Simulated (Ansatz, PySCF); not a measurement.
C3H3N. Atoms are numbered in the order given.

```xyz
7

C     -0.3584    -1.6119     0.0000
C      0.5044    -0.5856     0.0000
C      0.0919     0.7861     0.0000
N     -0.2255     1.9030     0.0000
H     -1.4394    -1.4519     0.0000
H      0.0045    -2.6422     0.0000
H      1.5857    -0.7581     0.0000
```
Charge 0, spin multiplicity 1.

The structure is a stationary point at B3LYP-D3(BJ)/def2-SVP.

Vertical ionisation energy (IE) and electron affinity (EA) in eV. Rows of orbital energies are one-electron estimates. Where ΔSCF, EOM or ADC give a negative EA the extra electron is unbound and the value depends on the basis.

```json
[
 {"level": "−ε(HOMO), −ε(LUMO), r2SCAN/def2-TZVPD (PySCF)", "IE": "7.53", "EA": "2.61"},
 {"level": "−ε(HOMO), −ε(LUMO), PBE/def2-TZVPD (PySCF)", "IE": "7.34", "EA": "2.78"},
 {"level": "ΔSCF, CAM-B3LYP/def2-SVPD (Ansatz), final states of multiplicity 2 and 2", "IE": "10.87", "EA": "-0.29"},
 {"level": "ΔSCF, PBE/def2-SVPD (Ansatz), final states of multiplicity 2 and 2", "IE": "10.74", "EA": "-0.34"}
]
```

Question: What vertical singlet–triplet gap does ΔSCF give with CAM-B3LYP/def2-SVPD (Ansatz, a program for electronic structure) and with PBE/def2-SVPD (Ansatz)? (An estimate is asked for; the answer gives what the named calculation found.)

Answer: 3.73 and 3.73 eV (triplet above singlet where positive).
